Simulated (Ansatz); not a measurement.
Reaction (atomization): `OC(O)(O)[SiH2]F` → C• + F• + 5 H• + 3 O• + Si•

Isolated molecules relaxed with PBE0-D4/def2-TZVP in Ansatz; ΔE leaves out vibrations. CCSD(T)/CBS is the MP2 limit (def2-TZVPP, def2-QZVPP) plus CCSD(T) − MP2 in def2-TZVPP, frozen cores. This one scheme is used for every species, atoms too. DFT in def2-TZVPP. Open shells (•) are unrestricted, without spin–orbit coupling. Spin–orbit coupling would lower the free atoms: a little for C, F, O, Si. One conformer a species, not always the lowest.

Q: What is ΔE at CCSD(T)/CBS? (An estimate is asked.)

A: Ansatz gave: +4169.6 kJ/mol.

Q: What do these levels give: PBE-D4, ωB97M-V, PBE, r2SCAN, MP2/CBS(def2), CCSD/CBS(def2)? (Best estimate.)

A: Ansatz gave: PBE-D4 4249.0, ωB97M-V 4166.4, PBE 4227.2, r2SCAN 4152.9, MP2/CBS(def2) 4295.2, CCSD/CBS(def2) 4093.8 kJ/mol.

Largest T1 diagnostic among the species: 0.012.

From PBE to PBE0 (25 % exact exchange), in def2-TZVPP and without D4, ΔE moves by −125.9 kJ/mol: exact exchange takes away binding that semilocal exchange gives to molecules. The D4 term adds +35.0 kJ/mol with B3LYP and +18.3 kJ/mol with PBE0; it sums over pairs of atoms, weighted by their polarisabilities, and B3LYP, whose exchange is more repulsive, gets the larger term. In def2-TZVPP, CCSD(T) changes the Hartree–Fock value by +1212.1 kJ/mol (the triples alone add +75.8 kJ/mol) and MP2 by +1337.7 kJ/mol; breaking electron pairs costs correlation energy, which Hartree–Fock lacks.

B3LYP here is the variant with VWN-RPA as its local correlation; programs differ in this.

For atomizations the MP2-based limit and the directly extrapolated one differ by several kJ/mol either way, and by 10 to 25 for some Ge, Se and Sn compounds, so smaller differences from it don't rank the levels.
